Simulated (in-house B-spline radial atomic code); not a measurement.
Orbital energies and mean radii along the 30-electron series, configuration [Ar] 3d10 4s2. The effective charge is n√(-2ε), a non-relativistic measure. Computed with a radial B-spline atomic code at the basis-set limit: non-relativistic Hartree-Fock, average of the configuration, point nuclei.

This level leaves out relativity, spin-orbit splitting included, which matters for heavy ions.

| ion | Z | energy of 2p (Eh) | mean radius of 2p (bohr) | energy of 2s (Eh) | mean radius of 2s (bohr) | energy of 3s (Eh) | mean radius of 3s (bohr) | energy of 4s (Eh) | mean radius of 4s (bohr) | effective charge of 2p |
| --- | --- | --- | --- | --- | --- | --- | --- | --- | --- | --- |
| Kr6+ | 36 | -66.452 | 0.16185 | -73.343 | 0.18719 | -14.219 | 0.53617 | -3.8801 | 1.4053 | 23.057 |
| Rb7+ | 37 | ? | ? | ? | ? | ? | ? | ? | ? | ? |
| Sr8+ | 38 | -77.779 | 0.15222 | -85.166 | 0.17645 | -18.112 | 0.49754 | -5.6504 | 1.2354 | 24.945 |
| Zr10+ | 40 | ? | ? | ? | ? | ? | ? | ? | ? | ? |
| Nb11+ | 41 | -96.706 | 0.13972 | -104.84 | 0.16243 | -24.835 | 0.44861 | -8.8032 | 1.0524 | 27.815 |
| Mo12+ | 42 | ? | ? | ? | ? | ? | ? | ? | ? | ? |
| Tc13+ | 43 | -110.6 | 0.13245 | -119.25 | 0.15424 | -29.895 | 0.42087 | -11.231 | 0.96017 | 29.746 |
| Ru14+ | 44 | -117.93 | 0.12909 | -126.83 | 0.15044 | -32.597 | 0.40823 | -12.542 | 0.92031 | 30.716 |
| Rh15+ | 45 | -125.52 | 0.12589 | -134.67 | 0.14682 | -35.412 | 0.3963 | -13.916 | 0.88386 | 31.688 |
| Pd16+ | 46 | -133.35 | 0.12284 | -142.76 | 0.14337 | -38.341 | 0.38505 | -15.355 | 0.85037 | 32.662 |
| Ag17+ | 47 | -141.44 | 0.11994 | -151.1 | 0.14008 | -41.384 | 0.37441 | -16.858 | 0.81948 | 33.639 |
| Cd18+ | 48 | -149.79 | 0.11717 | -159.7 | 0.13693 | -44.539 | 0.36433 | -18.424 | 0.79087 | 34.616 |
| In19+ | 49 | -158.38 | 0.11452 | -168.55 | 0.13392 | -47.807 | 0.35478 | -20.054 | 0.7643 | 35.596 |
| Sn20+ | 50 | -167.23 | 0.11199 | -177.66 | 0.13103 | -51.188 | 0.34571 | -21.748 | 0.73954 | 36.577 |
| Sb21+ | 51 | -176.33 | 0.10956 | -187.01 | 0.12827 | -54.681 | 0.33709 | -23.505 | 0.71641 | 37.559 |
| Te22+ | 52 | -185.68 | 0.10724 | -196.62 | 0.12561 | -58.287 | 0.32889 | -25.325 | 0.69474 | 38.542 |
| I23+ | 53 | -195.29 | 0.10501 | -206.48 | 0.12307 | -62.005 | 0.32107 | -27.209 | 0.6744 | 39.526 |
| Xe24+ | 54 | -205.14 | 0.10287 | -216.6 | 0.12062 | -65.835 | 0.31362 | -29.155 | 0.65526 | 40.511 |
| Cs25+ | 55 | -215.25 | 0.10082 | -226.96 | 0.11827 | -69.777 | 0.3065 | -31.165 | 0.63721 | 41.497 |
| Ba26+ | 56 | -225.61 | 0.098847 | -237.58 | 0.11601 | -73.832 | 0.2997 | -33.238 | 0.62016 | 42.484 |

Problem. Fill in the row of Rb7+.

Solution. energy of 2p (Eh): -71.985; mean radius of 2p (bohr): 0.15689; energy of 2s (Eh): -79.124; mean radius of 2s (bohr): 0.18167; energy of 3s (Eh): -16.106; mean radius of 3s (bohr): 0.51618; energy of 4s (Eh): -4.7316; mean radius of 4s (bohr): 1.3139; effective charge of 2p: 23.998.

Problem. Fill in the row of Zr10+.

Solution. energy of 2p (Eh): -90.14; mean radius of 2p (bohr): 0.14366; energy of 2s (Eh): -98.027; mean radius of 2s (bohr): 0.16686; energy of 3s (Eh): -22.478; mean radius of 3s (bohr): 0.46386; energy of 4s (Eh): -7.6868; mean radius of 4s (bohr): 1.1063; effective charge of 2p: 26.854.

Problem. Fill in the row of Mo12+.

Solution. energy of 2p (Eh): -103.53; mean radius of 2p (bohr): 0.13599; energy of 2s (Eh): -111.92; mean radius of 2s (bohr): 0.15823; energy of 3s (Eh): -27.308; mean radius of 3s (bohr): 0.43431; energy of 4s (Eh): -9.9847; mean radius of 4s (bohr): 1.004; effective charge of 2p: 28.779.

Problem. How does the screening of 2p change?

Solution. Z less the effective charge goes from 12.94 at Z = 36 to 13.52 at Z = 56.
